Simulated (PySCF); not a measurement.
**J couplings in C6H5N3**

Bonds (- single, = double, # triple, : aromatic): C1:C2 1.414 Å, C2:C3 1.386 Å, C3:C4 1.401 Å, C4:N5 1.360 Å, N5:N6 1.343 Å, N6:N7 1.278 Å, N7:C8 1.373 Å, C8:C9 1.402 Å, C9:C1 1.384 Å, C8:C4 1.409 Å. C1 carries H10; C2 carries H11; C3 carries H12; N5 carries H13; C9 carries H14.

Couplings: B3LYP/pcJ-1 (without the spin–dipole term) in PySCF 2.14.0 with density-fitted response routines, geometry PBE0-D3(BJ)/def2-SVP; gas phase, one conformer, non-relativistic. Couplings are averaged over pairs made equivalent by symmetry, fast rotation or ring inversion, so a value needn't be that of the named pair in this geometry, while other rotamers aren't included; one pair stands for each set, and the list holds those of at least 1.5 Hz over up to four bonds, among pairs with at least one H atom (others weren't computed).

Isotopes: ¹³C, ¹H, ¹⁵N.

```json
{"pair": "C1, H10", "bonds": "1", "J (Hz)": "?"}
{"pair": "C2, H11", "bonds": "1", "J (Hz)": "167.3"}
{"pair": "C3, H12", "bonds": "1", "J (Hz)": "171.9"}
{"pair": "N5, H13", "bonds": "1", "J (Hz)": "-110.9"}
{"pair": "C9, H14", "bonds": "1", "J (Hz)": "173.7"}
{"pair": "C1, H11", "bonds": "2", "J (Hz)": "2.1"}
{"pair": "C2, H10", "bonds": "2", "J (Hz)": "2.7"}
{"pair": "C3, H11", "bonds": "2", "J (Hz)": "1.9"}
{"pair": "C4, H13", "bonds": "2", "J (Hz)": "?"}
{"pair": "N6, H13", "bonds": "2", "J (Hz)": "-9.2"}
{"pair": "C1, H12", "bonds": "3", "J (Hz)": "?"}
{"pair": "C2, H14", "bonds": "3", "J (Hz)": "?"}
{"pair": "C3, H10", "bonds": "3", "J (Hz)": "9.0"}
{"pair": "C4, H11", "bonds": "3", "J (Hz)": "11.1"}
{"pair": "C4, H14", "bonds": "3", "J (Hz)": "6.4"}
{"pair": "C8, H10", "bonds": "3", "J (Hz)": "10.0"}
{"pair": "C8, H12", "bonds": "3", "J (Hz)": "?"}
{"pair": "C8, H13", "bonds": "3", "J (Hz)": "?"}
{"pair": "C9, H11", "bonds": "3", "J (Hz)": "8.5"}
{"pair": "H10, H11", "bonds": "3", "J (Hz)": "?"}
{"pair": "H10, H14", "bonds": "3", "J (Hz)": "?"}
{"pair": "H11, H12", "bonds": "3", "J (Hz)": "9.1"}
{"pair": "C3, H14", "bonds": "4", "J (Hz)": "-1.8"}
{"pair": "C9, H12", "bonds": "4", "J (Hz)": "-1.8"}
```

Estimate the withheld couplings, with signs.

Results:


- ¹J(C1,H10) = 168.8 Hz (bond length 1.092 Å, sp2 carbon)
- ²J(C4,H13) = 10.9 Hz (angle at N5 130°)
- ³J(C1,H12) = 7.9 Hz (dihedral angle 180°)
- ³J(C2,H14) = 8.4 Hz (dihedral angle 180°)
- ³J(C8,H12) = 4.9 Hz (dihedral angle 180°)
- ³J(C8,H13) = 6.5 Hz (dihedral angle 180°)
- ³J(H10,H11) = 7.9 Hz (dihedral angle 0°)
- ³J(H10,H14) = 9.3 Hz (dihedral angle 0°)
